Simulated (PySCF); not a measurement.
**`[SiH3][C@@H]1[SiH2]C[SiH2]O[SiH2]1`, C2H12OSi4**

Molfile (atoms numbered from 1):
```
C2H12OSi4
     RDKit          3D

 19 19  0  0  0  0  0  0  0  0999 V2000
    2.7751   -0.0894   -0.7304 Si  0  0  0  0  0  4  0  0  0  0  0  0
    1.0740   -0.0525    0.1054 C   0  0  2  0  0  0  0  0  0  0  0  0
   -0.1626   -1.2836   -0.6568 Si  0  0  0  0  0  4  0  0  0  0  0  0
   -1.8057   -1.2114    0.2978 C   0  0  0  0  0  0  0  0  0  0  0  0
   -2.4911    0.5531    0.4270 Si  0  0  0  0  0  4  0  0  0  0  0  0
   -1.2422    1.5794    0.6097 O   0  0  0  0  0  0  0  0  0  0  0  0
    0.3268    1.6917    0.1898 Si  0  0  0  0  0  4  0  0  0  0  0  0
    3.3539   -1.4330   -0.6218 H   0  0  0  0  0  0  0  0  0  0  0  0
    3.6790    0.8608   -0.0724 H   0  0  0  0  0  0  0  0  0  0  0  0
    2.6665    0.2656   -2.1465 H   0  0  0  0  0  0  0  0  0  0  0  0
    1.2294   -0.3745    1.1402 H   0  0  0  0  0  0  0  0  0  0  0  0
   -0.3945   -0.9633   -2.0736 H   0  0  0  0  0  0  0  0  0  0  0  0
    0.3816   -2.6510   -0.5679 H   0  0  0  0  0  0  0  0  0  0  0  0
   -1.6419   -1.6055    1.3009 H   0  0  0  0  0  0  0  0  0  0  0  0
   -2.5386   -1.8674   -0.1668 H   0  0  0  0  0  0  0  0  0  0  0  0
   -3.1902    0.9368   -0.8012 H   0  0  0  0  0  0  0  0  0  0  0  0
   -3.2908    0.7800    1.6297 H   0  0  0  0  0  0  0  0  0  0  0  0
    0.8935    2.5139    1.2571 H   0  0  0  0  0  0  0  0  0  0  0  0
    0.3680    2.3595   -1.1124 H   0  0  0  0  0  0  0  0  0  0  0  0
  1  2  1  0
  2  3  1  0
  3  4  1  0
  4  5  1  0
  5  6  1  0
  6  7  1  0
  7  2  1  0
  1  8  1  0
  1  9  1  0
  1 10  1  0
  2 11  1  1
  3 12  1  0
  3 13  1  0
  4 14  1  0
  4 15  1  0
  5 16  1  0
  5 17  1  0
  7 18  1  0
  7 19  1  0
M  END
```

Level of theory: GIAO PBE/pcSseg-1 magnetisability, rotational g tensor and spin-rotation constants, non-relativistic, gas phase (PySCF). Geometry: GFN2-xTB.

What are the magnetisability and the molar susceptibility?

Isotropic -1539 × 10⁻³⁰ J/T², or -92.7 × 10⁻⁶ cm³/mol; principal values -1682, -1500, -1435 × 10⁻³⁰ J/T², anisotropy 222 × 10⁻³⁰ J/T² (root of half the summed squared differences of the principal values). The susceptibility is in cgs units.

Split it along the inertial axes a, b, c into diamagnetic and paramagnetic parts about the centre of mass, with the quadrupole moment.


| axis | χ (10⁻⁶ cm³/mol) | diamagnetic (10⁻⁶ cm³/mol) | paramagnetic (10⁻⁶ cm³/mol) | summed x² of all electrons (Å²) | quadrupole Θ (D Å) |
| --- | --- | --- | --- | --- | --- |
| a | -99.5 | -763.7 | 664.2 | 330.5 | -0.48 |
| b | -92.1 | -1548.7 | 1456.7 | 145.4 | -1.06 |
| c | -86.5 | -2019.0 | 1932.5 | 34.6 | +1.54 |

Anisotropies 2χaa − χbb − χcc = -20.4 and 2χbb − χaa − χcc = +1.8 × 10⁻⁶ cm³/mol. Θ is traceless in Buckingham's convention.

And the rotational g tensor?


| axis | rotational constant (GHz) | g | nuclear part | electronic part |
| --- | --- | --- | --- | --- |
| a | 2.0446 | -0.0358 | 0.6022 | -0.6380 |
| b | 0.8657 | -0.0180 | 0.5744 | -0.5924 |
| c | 0.6414 | -0.0155 | 0.5669 | -0.5824 |

Asymmetric top; isotopes 12C, 1H, 16O, 28Si; no vibrational averaging.
